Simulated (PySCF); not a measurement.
## Computed properties of Si(OH)3(PH2) (H₅O₃PSi), SMILES O[Si](O)(O)P

Si(OH)3(PH2) (H5O3PSi), SMILES [Si](O)(P)(O)O. Geometry: B3LYP-D3(BJ)/def2-SVP. The structure was generated by enumeration, and PubChem lists no compound with its InChIKey, so it may never have been made. Other conformers were not sampled. All values are computed for the isolated molecule unless a solvent is named; none is compared with measurement here.

**Structure.** All 24 harmonic modes at B3LYP-D3(BJ)/def2-SVP (PySCF) are real, so it is a minimum. With heavy atoms numbered as in [OH:1][Si:2]([OH:3])([OH:4])[PH2:5], the shortest bond between them is O1–Si2 at 1.656 Å and the longest Si2–P5 at 2.260 Å.

**Vibrations.** The strongest infrared lines (harmonic, unscaled, degenerate partners summed) lie at 861 cm⁻¹ (197 km/mol, H 53 %, O 24 %, Si 22 %), 781 cm⁻¹ (178 km/mol, H 60 %, O 35 %), 807 cm⁻¹ (164 km/mol, H 68 %, O 29 %). The softest mode is at 93 cm⁻¹ and the zero-point energy is 37.9 kcal/mol.

**Electronic structure.** ωB97X/def2-TZVP (PySCF) places the frontier levels at -9.92 and 2.34 eV, a gap of 12.26 eV, and gives a dipole moment of 1.42 D and a mean polarisability of 58.8 bohr³. PBE/def2-TZVP (PySCF) at the same geometry gives -6.42 and -0.53 eV, so its gap is 6.37 eV narrower. An orbital gap is neither the optical nor the fundamental gap.

**Excitations.** TDA-B3LYP/def2-SVPD (PySCF) has S1 at 6.08 eV (204 nm, f = 0.071, bright); the most intense of the 10 singlets computed lies at 7.13 eV (f = 0.10). T1 (TDA) is at 5.74 eV, 0.34 eV under S1. TDA-PBE/def2-SVPD (PySCF) puts S1 at 5.59 eV. No vertical singlet excitation falls in the visible range (under 3.1 eV).

**NMR.** GIAO shifts at KT2/pcSseg-1 (PySCF) (non-relativistic, atoms alike by connectivity averaged): ¹H from 1.9 to 2.3 ppm against TMS; ²⁹Si at -16.4 ppm against TMS.
